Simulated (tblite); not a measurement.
A geometry optimisation, step by step.

C7H12AsN.
Numbering: `[CH3:1][C:2]([CH3:3])=[CH:4][C@H:5]([AsH2:6])[CH2:7][C:8]#[N:9]` (hydrogens: H10, H11, H12 on C1; H13, H14, H15 on C3; H16 on C4; H17 on C5; H18, H19 on As6; H20, H21 on C7)

Computed with GFN2-xTB (tblite), gas phase: L-BFGS steps from a force-field or distance-geometry start until the largest atomic force falls under 0.01 eV/Å. 4 of its 104 geometries are shown.

Step 0: E = -715.1029 eV, largest atomic force 3.797 eV/Å
```
atom  x, y, z in Å  |  force x, y, z in eV/Å
C1     -2.440   -0.997   -0.836   -1.483  -0.675  -0.321
C2     -1.395   -0.225   -0.127    0.253  -0.195  -0.093
C3     -1.791    0.825    0.850   -0.863   0.310   0.139
C4     -0.123   -0.526   -0.385   -0.692   0.297   0.622
C5      1.036    0.136    0.265   -1.354  -0.575   0.254
As6     1.540    1.739   -0.743    3.371   1.595   0.715
C7      2.131   -0.895    0.315    1.598  -0.298   1.196
C8      3.356   -0.348    0.939    0.155  -0.081  -0.275
N9      4.323    0.059    1.411   -0.960  -0.334  -0.367
H10    -3.432   -0.471   -0.832    0.842  -0.557   0.110
H11    -2.567   -2.018   -0.372   -0.039   0.974  -0.364
H12    -2.173   -1.161   -1.891   -0.058   0.010   0.334
H13    -1.137    1.691    0.706   -0.182   0.081   0.173
H14    -1.685    0.472    1.894   -0.099   0.189  -0.477
H15    -2.861    1.137    0.679    1.091  -0.269   0.283
H16     0.064   -1.321   -1.084    0.277  -0.090  -0.240
H17     0.814    0.417    1.329    0.025   0.128  -0.822
H18     0.729    2.951   -0.166   -0.714  -0.884  -0.812
H19     1.412    1.607   -2.267   -1.367  -0.153   0.404
H20     1.810   -1.738    0.975    0.128   0.372  -0.394
H21     2.381   -1.316   -0.661    0.069   0.158  -0.065
```

Step 34: E = -716.3860 eV, largest atomic force 0.176 eV/Å
```
atom  x, y, z in Å  |  force x, y, z in eV/Å
C1     -2.465   -0.911   -0.868   -0.043  -0.004  -0.009
C2     -1.374   -0.177   -0.140   -0.131  -0.015  -0.040
C3     -1.799    0.805    0.917    0.064  -0.078  -0.053
C4     -0.102   -0.458   -0.415   -0.072   0.098  -0.090
C5      1.089    0.123    0.255   -0.086  -0.128   0.018
As6     1.745    1.770   -0.707   -0.022   0.105  -0.139
C7      2.221   -0.918    0.330   -0.034   0.012   0.008
C8      3.356   -0.327    0.977    0.099  -0.028  -0.055
N9      4.236    0.177    1.504    0.085   0.079   0.061
H10    -3.358   -0.300   -0.979    0.026   0.029  -0.014
H11    -2.742   -1.809   -0.312   -0.039   0.033   0.049
H12    -2.131   -1.229   -1.853   -0.010   0.014  -0.012
H13    -1.190    1.711    0.877    0.036  -0.051  -0.001
H14    -1.685    0.367    1.910   -0.071   0.042  -0.007
H15    -2.838    1.099    0.774    0.058  -0.099   0.066
H16     0.104   -1.144   -1.234    0.065   0.000   0.135
H17     0.841    0.430    1.276    0.006   0.033   0.022
H18     0.464    2.549   -0.513    0.066  -0.108   0.025
H19     1.199    1.312   -2.039    0.093   0.016   0.035
H20     1.915   -1.792    0.914   -0.093  -0.028  -0.016
H21     2.506   -1.261   -0.672    0.005   0.076   0.016
```

Step 69: E = -716.4510 eV, largest atomic force 0.041 eV/Å
```
atom  x, y, z in Å  |  force x, y, z in eV/Å
C1     -2.522   -0.830   -0.882    0.017  -0.009   0.011
C2     -1.387   -0.209   -0.124    0.008   0.001   0.027
C3     -1.787    0.675    1.024   -0.004   0.000   0.028
C4     -0.116   -0.446   -0.438    0.012   0.000  -0.014
C5      1.072    0.135    0.248   -0.026  -0.004   0.007
As6     1.713    1.805   -0.697    0.000   0.019  -0.011
C7      2.242   -0.862    0.317   -0.029   0.003  -0.010
C8      3.349   -0.249    1.004    0.024  -0.012  -0.031
N9      4.204    0.270    1.559   -0.019   0.007  -0.004
H10    -3.165   -0.055   -1.300    0.017  -0.019   0.002
H11    -3.131   -1.439   -0.212    0.018   0.031  -0.014
H12    -2.164   -1.460   -1.693    0.007   0.015   0.012
H13    -1.205    1.597    1.036   -0.008   0.007  -0.032
H14    -1.625    0.167    1.975    0.016  -0.023   0.023
H15    -2.841    0.932    0.961   -0.005   0.008  -0.019
H16     0.105   -1.085   -1.285    0.030  -0.013   0.004
H17     0.822    0.429    1.272   -0.029   0.024   0.000
H18     0.326    2.358   -0.859   -0.016   0.006   0.009
H19     1.582    1.194   -2.070    0.015  -0.016   0.029
H20     1.955   -1.770    0.857   -0.030  -0.011  -0.022
H21     2.564   -1.140   -0.693    0.002  -0.014   0.004
```

Step 103: E = -716.4557 eV, largest atomic force 0.008 eV/Å
```
atom  x, y, z in Å  |  force x, y, z in eV/Å
C1     -2.513   -0.839   -0.882   -0.002  -0.002   0.002
C2     -1.391   -0.209   -0.116    0.002   0.005  -0.002
C3     -1.797    0.678    1.027   -0.002   0.002   0.001
C4     -0.117   -0.432   -0.431    0.001   0.000   0.003
C5      1.062    0.147    0.267    0.000  -0.001   0.000
As6     1.702    1.836   -0.644   -0.002  -0.001  -0.001
C7      2.224   -0.859    0.309    0.000  -0.005   0.000
C8      3.357   -0.268    0.971   -0.002   0.007  -0.004
N9      4.231    0.241    1.504   -0.006   0.003  -0.002
H10    -3.132   -0.071   -1.347    0.002   0.001   0.005
H11    -3.149   -1.415   -0.209   -0.002   0.003  -0.004
H12    -2.140   -1.501   -1.660   -0.002   0.005   0.001
H13    -1.263    1.629    0.991   -0.001  -0.002  -0.005
H14    -1.573    0.204    1.984    0.003  -0.001  -0.002
H15    -2.864    0.881    0.991   -0.001  -0.003   0.001
H16     0.114   -1.071   -1.276    0.005  -0.002   0.004
H17     0.804    0.425    1.295    0.000  -0.005  -0.002
H18     0.307    2.340   -0.895    0.001  -0.002   0.001
H19     1.679    1.204   -2.012    0.001   0.004   0.001
H20     1.931   -1.768    0.845   -0.001  -0.005   0.002
H21     2.519   -1.136   -0.710    0.005  -0.002   0.000
```

Task: Summarise the path.

Result: The energy falls by 31.20 kcal/mol from step 0 to step 103; nine tenths of that is first reached at step 13. It falls at every step. The largest force goes from 3.797 to 0.008 eV/Å. Among the bonds As6–H18 changes most (a near tie, within 0.001 Å, with another), from 1.568 to 1.504 Å; the atoms move by 0.411 Å rms after alignment.

Task: Follow the three bonds and two angles with the largest change from start to end.

Result: 
| step | E above end (kcal/mol) | largest force (eV/Å) | As6–H18 (Å) | C5–As6 (Å) | C3–H15 (Å) | H18–As6–H19 (°) | C5–As6–H19 (°) |
| --- | --- | --- | --- | --- | --- | --- | --- |
| 0 | 31.20 | 3.797 | 1.568 | 1.959 | 1.127 | 112.9 | 114.8 |
| 4 | 10.02 | 1.558 | 1.567 | 2.101 | 1.084 | 100.1 | 102.4 |
| 9 | 3.55 | 0.264 | 1.499 | 2.055 | 1.086 | 87.5 | 97.1 |
| 13 | 3.00 | 0.241 | 1.508 | 2.028 | 1.087 | 86.9 | 96.9 |
| 18 | 2.33 | 0.103 | 1.500 | 2.028 | 1.087 | 89.3 | 94.4 |
| 22 | 2.22 | 0.084 | 1.503 | 2.028 | 1.087 | 89.1 | 93.9 |
| 27 | 2.05 | 0.107 | 1.501 | 2.030 | 1.087 | 88.3 | 93.9 |
| 31 | 1.88 | 0.145 | 1.504 | 2.027 | 1.087 | 87.7 | 93.5 |
| 36 | 1.34 | 0.144 | 1.507 | 2.026 | 1.089 | 88.6 | 92.7 |
| 40 | 1.02 | 0.181 | 1.503 | 2.024 | 1.085 | 89.0 | 92.4 |
| 45 | 0.73 | 0.135 | 1.499 | 2.025 | 1.088 | 88.5 | 93.1 |
| 49 | 0.55 | 0.102 | 1.502 | 2.018 | 1.085 | 88.1 | 93.4 |
| 54 | 0.39 | 0.083 | 1.502 | 2.028 | 1.088 | 88.3 | 93.1 |
| 58 | 0.30 | 0.077 | 1.504 | 2.022 | 1.087 | 88.7 | 92.6 |
| 63 | 0.21 | 0.054 | 1.503 | 2.025 | 1.087 | 88.8 | 92.8 |
| 67 | 0.14 | 0.067 | 1.503 | 2.023 | 1.087 | 88.3 | 93.3 |
| 72 | 0.08 | 0.048 | 1.503 | 2.025 | 1.087 | 88.5 | 93.7 |
| 76 | 0.05 | 0.031 | 1.503 | 2.023 | 1.087 | 88.6 | 93.5 |
| 81 | 0.03 | 0.015 | 1.503 | 2.023 | 1.087 | 88.7 | 93.2 |
| 85 | 0.03 | 0.014 | 1.504 | 2.022 | 1.087 | 88.6 | 93.2 |
| 90 | 0.02 | 0.018 | 1.503 | 2.023 | 1.087 | 88.5 | 93.2 |
| 94 | 0.01 | 0.023 | 1.504 | 2.023 | 1.087 | 88.6 | 93.2 |
| 99 | 0.00 | 0.012 | 1.503 | 2.023 | 1.087 | 88.6 | 93.2 |
| 103 | 0.00 | 0.008 | 1.504 | 2.023 | 1.087 | 88.6 | 93.1 |

The cost below is that of the whole relaxation. On Arm Neoverse N1, one thread, shared host with 64 logical CPUs at a one-minute load of 62, this took 1.5 s.
